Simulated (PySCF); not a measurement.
Telling isomers of C$_{10}$H$_{12}$O apart by NMR

- σ from GIAO-PBE0/pcSseg-1
- geometry: GFN2-xTB
- program: PySCF 2.14
- a single conformation, isolated molecule, non-relativistic, fast rotation and ring inversion assumed for equivalent nuclei

Shifts are taken against calculated references (same method and geometry level): TMS for 1H (31.72 ppm), 13C (186.93 ppm). Where no couplings were computed, multiplicities follow the n + 1 count of equivalent neighbours, and m marks all less simple cases (inequivalent or close neighbours, rings, F or P nearby). Shifts are as computed. Against solution values, carbons near 30 ppm lie about +3 ppm off and those near 130 ppm about +5 ppm. Of 1211 compounds with measured shifts, 218 miss one by over three times the rms of a fit or turn the order of signals round; such compounds aren't used in these exercises.

(1) Tabulate the signals of `CC(C)C(=O)c1ccccc1`, `CCCC(=O)c1ccccc1` and their relative energies.

(2) What is the quickest way to tell CC(C)C(=O)c1ccccc1 from CCCC(=O)c1ccccc1?

Results:

(1) 
| SMILES | carbon types | δC | δH | E rel. (kcal/mol) |
| --- | --- | --- | --- | --- |
| CC(C)C(=O)c1ccccc1 | 2×C 6×CH 2×CH3 | 208.0, 139.0, 138.9, 135.6, 134.0, 39.1, 21.6 | 8.47 (d, 2H), 7.83 (m, 1H), 7.79 (m, 2H), 3.40 (sept, 1H), 1.29 (d, 6H) | 0.4 |
| CCCC(=O)c1ccccc1 | 2×C 5×CH 2×CH2 1×CH3 | 203.1, 140.4, 138.9, 134.7, 133.8, 45.0, 21.4, 15.9 | 8.49 (d, 2H), 7.82 (m, 1H), 7.77 (m, 2H), 2.90 (t, 2H), 1.89 (m, 2H), 1.13 (t, 3H) | 0.0 |

Energies are electronic energies at PBE0/pcSseg-1 on these geometries, without zero-point or thermal terms, each for the one conformer computed, which needn't be the lowest.

(2) Count the carbon signals: 7 against 8. The first has an sp3 CH α to a carbonyl at 39.1 ppm, the second an sp3 CH2 α to a carbonyl at 45.0 ppm. Their most deshielded carbons lie at 208.0 and 203.1 ppm.
